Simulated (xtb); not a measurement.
C$_{4}$H$_{12}$O$_{4}$Ti, singlet, from a rough starting geometry (GFN-xTB shapes and energies of metal compounds can be far from the true ones); GFN2-xTB (xtb).

The xtb input:
```
$ xtb mol.xyz --gfn 2 --opt vtight --json

# file mol.xyz
21

Ti     0.44054470     0.03452485     0.19637938
O     -1.27785354     0.26371142     0.43968845
C     -1.83610238     0.68893192     1.61552834
H     -1.40322218     1.49986899     1.98929530
H     -2.95223281     0.74065792     1.45365507
H     -1.71426461    -0.16941434     2.42866925
O      0.63215987    -0.70181889    -1.36151058
C     -0.25254006    -0.71669269    -2.41649146
H     -0.26800196     0.23594227    -2.90714173
H      0.03065036    -1.53313904    -3.20157695
H     -1.30132214    -0.96241933    -2.12676037
O      1.06418601    -0.97024932     1.48067696
C      1.07703309    -2.39632918     1.51018384
H      1.63889812    -2.75949873     0.58887525
H      1.68869335    -2.75386321     2.36574097
H      0.03796732    -2.79399617     1.45895969
O      1.20291137     1.56694919     0.23418883
C      0.90313391     2.48071770    -0.69149827
H     -0.23844078     2.63741834    -0.86748183
H      1.38408244     3.42527202    -0.46863511
H      1.31581601     2.12455266    -1.72022631
```

Output, abridged:

```
   ID    Z sym.   atoms
    1   22 Ti     1
    2    8 O      2, 7, 12, 17
    3    6 C      3, 8, 13, 18
    4    1 H      4-6, 9-11, 14-16, 19-21

           -------------------------------------------------
          |                Calculation Setup                |
           -------------------------------------------------

molecular fragmentation (1/2 indicates fragments):
111112111121111222222
# atoms in fragment 1/2:    13     8
 fragment masses (1/2) :      137.94       34.06
CMA distance (Bohr)    :   4.338
constraining FC (au)   :  0.0500

           -------------------------------------------------
          |                 G F N 2 - x T B                 |
           -------------------------------------------------

          ...................................................
          :                      SETUP                      :
          :.................................................:
          :  # basis functions                  54          :
          :  # atomic orbitals                  53          :
          :  # shells                           31          :
          :  # electrons                        56          :
          :  max. iterations                   250          :
          :  Hamiltonian                  GFN2-xTB          :
          :  restarted?                      false          :
          :  GBSA solvation                  false          :
          :  PC potential                    false          :
          :  electronic temp.          300.0000000     K    :
          :  accuracy                    1.0000000          :
          :  -> integral cutoff          0.2500000E+02      :
          :  -> integral neglect         0.1000000E-07      :
          :  -> SCF convergence          0.1000000E-05 Eh   :
          :  -> wf. convergence          0.1000000E-03 e    :
          :  Broyden damping             0.4000000          :
          :  net charge                          0          :
          :  unpaired electrons                  0          :
          ...................................................

 iter      E             dE          RMSdq      gap      omega  full diag
   1    -32.7392122 -0.327392E+02  0.655E+00    2.72       0.0  T
   2    -32.9373010 -0.198089E+00  0.317E+00    4.58       1.0  T
   3    -32.9495553 -0.122544E-01  0.164E+00    4.00       1.0  T
   4    -32.9500887 -0.533428E-03  0.308E-01    3.89       1.0  T
[...]
 * total energy  :   -32.7102539 Eh     change       -0.3424828E-06 Eh
 * total energy  :   -32.7102542 Eh     change       -0.2983968E-06 Eh
 * total energy  :   -32.7102544 Eh     change       -0.1698669E-06 Eh
 * total energy  :   -32.7102546 Eh     change       -0.2782756E-06 Eh
 * total energy  :   -32.7102547 Eh     change       -0.2127609E-07 Eh
 * total energy  :   -32.7102548 Eh     change       -0.1513754E-06 Eh
 * total energy  :   -32.7102550 Eh     change       -0.1724395E-06 Eh
 * total energy  :   -32.7102552 Eh     change       -0.1820048E-06 Eh
 * total energy  :   -32.7102553 Eh     change       -0.1825385E-06 Eh
 * total energy  :   -32.7102555 Eh     change       -0.1779390E-06 Eh
 * total energy  :   -32.7102556 Eh     change       -0.1135026E-06 Eh
 * total energy  :   -32.7102557 Eh     change       -0.9415135E-07 Eh
   *** GEOMETRY OPTIMIZATION CONVERGED AFTER 50 ITERATIONS ***
         :: total energy             -32.710255731617 Eh    ::
[...]
     1  22 Ti   4.657 --     7 O    0.975    12 O    0.974    17 O    0.972
                             2 O    0.960     3 C    0.104
     2   8 O    2.128 --     3 C    1.006     1 Ti   0.960
     3   6 C    3.966 --     2 O    1.006     5 H    0.966     6 H    0.935
                             4 H    0.934     1 Ti   0.104
     4   1 H    0.997 --     3 C    0.934
     5   1 H    0.997 --     3 C    0.966
     6   1 H    0.996 --     3 C    0.935
     7   8 O    2.138 --     8 C    1.006     1 Ti   0.975
     8   6 C    3.965 --     7 O    1.006    10 H    0.965     9 H    0.953
                            11 H    0.929
     9   1 H    0.998 --     8 C    0.953
    10   1 H    0.997 --     8 C    0.965
    11   1 H    0.997 --     8 C    0.929
    12   8 O    2.138 --    13 C    1.010     1 Ti   0.974
    13   6 C    3.965 --    12 O    1.010    15 H    0.967    14 H    0.938
                            16 H    0.937
    14   1 H    0.996 --    13 C    0.938
    15   1 H    0.997 --    13 C    0.967
    16   1 H    0.997 --    13 C    0.937
    17   8 O    2.139 --    18 C    1.011     1 Ti   0.972
    18   6 C    3.965 --    17 O    1.011    20 H    0.965    21 H    0.949
                            19 H    0.928
    19   1 H    0.996 --    18 C    0.928
    20   1 H    0.997 --    18 C    0.965
    21   1 H    0.997 --    18 C    0.949
 ---------------------------------------------------------------------------

Topologies differ in total number of bonds
Writing topology from bond orders to xtbtopo.mol

molecular dipole:
                 x           y           z       tot (Debye)
 q only:       -0.686       0.111      -0.413
   full:       -0.537       0.077      -0.460       1.808
molecular quadrupole (traceless):
                xx          xy          yy          xz          yz          zz
 q only:       -6.523      -2.206       4.008      -3.119      -3.862       2.515
  q+dip:       -5.213      -1.838       3.694      -3.806      -3.695       1.518
   full:       -5.619      -1.997       3.683      -3.455      -3.715       1.936

optimized geometry written to: xtbopt.xyz

           -------------------------------------------------
          | TOTAL ENERGY              -32.710255731617 Eh   |
          | GRADIENT NORM               0.000091529553 Eh/α |
          | HOMO-LUMO GAP               4.132138600695 eV   |
           -------------------------------------------------
```
